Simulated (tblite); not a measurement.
Species: C₇H₁₆Ge.
Numbering: `[CH3:1][Ge:2]1([CH3:3])[CH2:4][CH2:5][CH2:6][CH2:7][CH2:8]1` (hydrogens: H9, H10, H11 on C1; H12, H13, H14 on C3; H15, H16 on C4; H17, H18 on C5; H19, H20 on C6; H21, H22 on C7; H23, H24 on C8)

Geometry (GFN2-xTB, Å), atoms numbered from 1 in this order:
```xyz
24
C7H16Ge angstrom
C      1.7870    1.6433   -0.2649
Ge     0.9834   -0.1696   -0.0937
C      2.4082   -1.5579   -0.1752
C     -0.4108   -0.4511   -1.4897
C     -1.6765    0.3200   -1.1281
C     -2.2420   -0.0687    0.2371
C     -1.4115    0.4427    1.4134
C     -0.0911   -0.3032    1.5789
H      2.3138    1.7428   -1.2092
H      1.0203    2.4110   -0.2229
H      2.4939    1.8276    0.5385
H      2.9395   -1.5053   -1.1203
H      1.9816   -2.5513   -0.0787
H      3.1262   -1.4160    0.6265
H     -0.6435   -1.5151   -1.5576
H     -0.0605   -0.1394   -2.4744
H     -2.4396    0.1392   -1.8921
H     -1.4621    1.3922   -1.1305
H     -2.3190   -1.1571    0.2976
H     -3.2523    0.3406    0.3224
H     -2.0002    0.3433    2.3310
H     -1.2124    1.5081    1.2692
H      0.4506    0.0974    2.4363
H     -0.2949   -1.3535    1.7939
```

All values are computed: GFN2-xTB (tblite) harmonic vibrations without scaling, gas phase. This tight-binding method is rough: wavenumbers can miss measured ones by several per cent, in bad cases by 10 to 20. One conformer, not necessarily the lowest.

Harmonic wavenumbers (cm⁻¹): 72.9, 88.2, 100.4, 116.7, 144.5, 153.2, 164.6, 212.9, 252.2, 340.8, 362.0, 470.1, 521.1, 566.1, 576.8, 581.1, 695.1, 723.2, 755.9, 776.3, 790.7, 801.4, 849.8, 896.0, 926.5, 975.2, 1000.7, 1053.2, 1083.6, 1127.9, 1162.3, 1190.6, 1213.7, 1247.8, 1279.3, 1287.1, 1316.7, 1321.3, 1347.5, 1357.9, 1358.6, 1461.9, 1462.1, 1464.8, 1467.0, 1468.3, 1469.4, 1488.1, 1492.9, 1505.0, 2929.8, 2932.1, 2951.5, 2952.1, 2954.9, 2957.3, 2966.5, 2971.0, 2972.8, 2973.2, 3025.0, 3025.8, 3026.8, 3029.5, 3030.3, 3032.4.

A = 2212, B = 1114, C = 1043 MHz; mass 174.046 u (most abundant isotopes); point group Cs, symmetry number 1.

Zero-point energy?

Half the sum of the wavenumbers: 46136 cm⁻¹ = 131.91 kcal/mol.

What is S at 298.15 K and 1 bar for an ideal gas of classical rigid rotors and harmonic oscillators?

Translation 41.40, rotation 29.22, vibration 33.91: S = 104.5 cal/(mol K).

And Cp and H(298.15 K) − H(0)?

Cp = 44.02 cal/(mol K), of which vibrations give 36.07 (their classical limit is 66 R = 131.2); H(298.15 K) − H(0) = 7.82 kcal/mol without the zero-point energy, 5.45 from vibrations.

How do the functions run with temperature in this model?

```json
{"T (K)": "150", "S (cal/(mol K))": "81.0", "Cp (cal/(mol K))": "26.8", "H − H(0) (kcal/mol)": "2.61", "G − H(0) (kcal/mol)": "-9.55", "ln q(vib)": "3.24"}
{"T (K)": "250", "S (cal/(mol K))": "97.3", "Cp (cal/(mol K))": "38.1", "H − H(0) (kcal/mol)": "5.84", "G − H(0) (kcal/mol)": "-18.48", "ln q(vib)": "6.38"}
{"T (K)": "400", "S (cal/(mol K))": "119.2", "Cp (cal/(mol K))": "56.3", "H − H(0) (kcal/mol)": "12.94", "G − H(0) (kcal/mol)": "-34.74", "ln q(vib)": "11.00"}
{"T (K)": "600", "S (cal/(mol K))": "146.0", "Cp (cal/(mol K))": "76.0", "H − H(0) (kcal/mol)": "26.27", "G − H(0) (kcal/mol)": "-61.31", "ln q(vib)": "17.09"}
{"T (K)": "900", "S (cal/(mol K))": "180.8", "Cp (cal/(mol K))": "95.8", "H − H(0) (kcal/mol)": "52.27", "G − H(0) (kcal/mol)": "-110.48", "ln q(vib)": "25.82"}
```

q(vib) and H(0) count from the zero-point level.

What must be added to the electronic energy to get the Gibbs energy at 298.15 K and 1 bar?

ZPE + [H(298.15 K) − H(0)] − T·S = 131.91 + 7.82 − 31.16 = 108.57 kcal/mol.

Blend soft modes into free rotors: weight 1/[1 + (100 cm⁻¹/ν̃)⁴] for the oscillator and the rest for a rotor with moment μB/(μ + B), μ = h/(8π²ν), B = 10⁻⁴⁴ kg m². What vibrational entropy results?

32.23 cal/(mol K) in place of 33.91, which changes −T·S at 298.15 K by +0.50 kcal/mol.

Hindered rotation and anharmonicity are outside this model. Other conformers, if any are populated, would add a mixing term that is left out.
